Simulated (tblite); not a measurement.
C5H5BF2.
Numbering: `[CH:1]#[C:2][C@@:3]1([BH:4][F:5])[CH2:6][C@H:7]1[F:8]` (hydrogens: H9 on C1; H10 on B4; H11, H12 on C6; H13 on C7)

Computed with GFN2-xTB (tblite), gas phase: L-BFGS steps from a force-field or distance-geometry start until the largest atomic force falls under 0.01 eV/Å.

Geometry at step 5:
```
atom  x, y, z in Å
C1      2.4502   -0.5133    0.7213
C2      1.3569   -0.1675    0.3851
C3      0.0346    0.2208   -0.0412
B4     -0.1864    1.7351   -0.4417
F5      0.0629    2.1394   -1.6603
C6     -0.7655   -0.8357   -0.7889
C7     -1.1181   -0.5156    0.6094
F8     -0.8375   -1.4616    1.5401
H9      3.4163   -0.8124    1.0184
H10    -0.6216    2.5167    0.3109
H11    -0.2905   -1.7852   -0.9461
H12    -1.4498   -0.4982   -1.5436
H13    -2.0558   -0.0220    0.8188
```

Problem. Give the atomic forces at this geometry.

Solution. 
| atom | Fx (eV/Å) | Fy (eV/Å) | Fz (eV/Å) |
| --- | --- | --- | --- |
| C1 | 0.464 | -0.120 | 0.130 |
| C2 | -0.511 | 0.214 | -0.248 |
| C3 | 0.020 | -0.071 | 0.080 |
| B4 | 0.057 | -0.073 | 0.164 |
| F5 | 0.050 | -0.039 | -0.037 |
| C6 | 0.099 | -0.030 | -0.160 |
| C7 | 0.058 | -0.018 | 0.101 |
| F8 | -0.060 | -0.017 | 0.250 |
| H9 | -0.202 | 0.058 | -0.040 |
| H10 | -0.023 | 0.192 | 0.038 |
| H11 | 0.080 | -0.170 | -0.203 |
| H12 | -0.018 | -0.055 | -0.303 |
| H13 | -0.014 | 0.129 | 0.227 |

The largest, 0.61 eV/Å, acts on C2; the rms over all components is 0.169 eV/Å. The forces sum to zero within rounding, as they must for an isolated molecule in no field.

Problem. Give the force on C2 in Eh/bohr and in nN.

Solution. 0.607 eV/Å ÷ 51.422 = 0.01180 Eh/bohr, and 0.607 eV/Å × 1.602 = 0.97 nN.

Problem. How far is this geometry from the end of the optimisation?

Solution. 0.241 eV above it, and 0.600 Å rms away after alignment. The bonds farthest from their final lengths, with half the difference of the two atoms' forces along the bond (positive lengthens):

```
  bond  now (Å)  final (Å)  force along bond (eV/Å)
 C3–B4    1.582      1.556                    -0.01
 C3–C7    1.515      1.534                    -0.02
 C3–C6    1.522      1.538                    +0.02
 B4–F5    1.308      1.319                    +0.10
 C2–C3    1.443      1.434                    -0.33
C6–H11    1.073      1.080                    +0.06
```

The angle farthest from its final value is C3–B4–H10, 121.9° against 125.0°.

Of the 4 listed bonds off by 0.010 Å or more, this force points towards the final length in 3.

The cost below is that of the whole relaxation. On one thread, Arm Neoverse V2 (aarch64), shared host with 32 logical CPUs at a one-minute load of 16, this took 0.47 s wall.
